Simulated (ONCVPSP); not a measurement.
Before and after: ONCV potential for Mn (Z = 25)

Mn (Z = 25), optimised norm-conserving Vanderbilt (ONCV), made with ONCVPSP 4.0.1 (PBEsol, scalar-relativistic). Core [Ne], reference 3s2 3p6 3d5 4s2. Waves: 3s+4s: rc 1.55 bohr, ncon 5, nbas 9, qcut 8.7 1/bohr, 2 projectors; 3p: rc 1.10 bohr, ncon 4, nbas 8, qcut 10.6 1/bohr, 2 projectors, debl 0.9 Ha; 3d: rc 1.60 bohr, ncon 4, nbas 8, qcut 12 1/bohr, 1 projector. Local part: polynomial inside 0.85 bohr (lpopt 1, dvloc0 4 Ha). Core correction: polynomial model core, fcfact 0.3.

In the p channel the program set the typed energies aside and used -2.002, 0.250 Ha.

All-electron outer shells of the reference configuration (PBEsol, scalar-relativistic, ld1.x):

```csv
shell,level (eV),outermost node (bohr),outermost maximum (bohr)
2p,-629.76,–,0.19
3s,-85.64,0.34,0.74
3p,-54.48,0.31,0.75
3d,-6.79,–,0.76
4s,-5.12,1.05,2.51
```

Change: s: qcut 8; p: qcut 9.7; d: qcut 11.

Cutoffs: the cutoffs (Ha) at which the residual kinetic energy of the hardest occupied pseudo-wave falls to 1 and 0.1 mHa per electron; they do not see the model core or the augmentation charge, which bear on the density cutoff. Errors are all-electron minus pseudo energies relative to the spin-unpolarised reference configuration.

Q: Predict the effect on cutoff, ghosts and configuration errors.

A: The potential gets softer (46 Ha and 53 Ha → 42 Ha and 48 Ha); of the 4 tests that both files solve, the error grows in 2 and shrinks in 1 by more than 15 % and 0.3 meV (median size 3.0 → 2.6 meV); neither file shows a bound ghost.

```tsv
quantity	base	changed
cutoff, loose	46 Ha	42 Ha
cutoff, tight	53 Ha	48 Ha
loose cutoff by channel	s 26 Ha, p 29 Ha, d 46 Ha	s 23 Ha, p 29 Ha, d 42 Ha
bound ghosts	none	none
GHOST(+) flags under 300 eV	none	none
error for 3s2 3p6 3d5 4s1, meV [ΔE 8.43 eV]	0.0	+0.1
error for 3s2 3p6 3d5 4s0, meV [ΔE 23.94 eV]	+1.4	+1.7
error for 3s2 3p6 3d4 4s0, meV [ΔE 56.43 eV]	-4.5	-3.5
error for 3s2 3p6 3d3 4s0, meV [ΔE 107.15 eV]	+147	+183
s: phases at 1.57 bohr within 0.05 rad from the reference energy up to (Ha; the scan ends near 5)	to the end of the scan	to the end of the scan
p: phases at 1.12 bohr within 0.05 rad from the reference energy up to (Ha; the scan ends near 5)	to the end of the scan	to the end of the scan
d: phases at 1.63 bohr within 0.05 rad from the reference energy up to (Ha; the scan ends near 5)	1.4	1.3
rms error of d²Exc/dni dnj with the model core, mHa	1.26	1.27
```
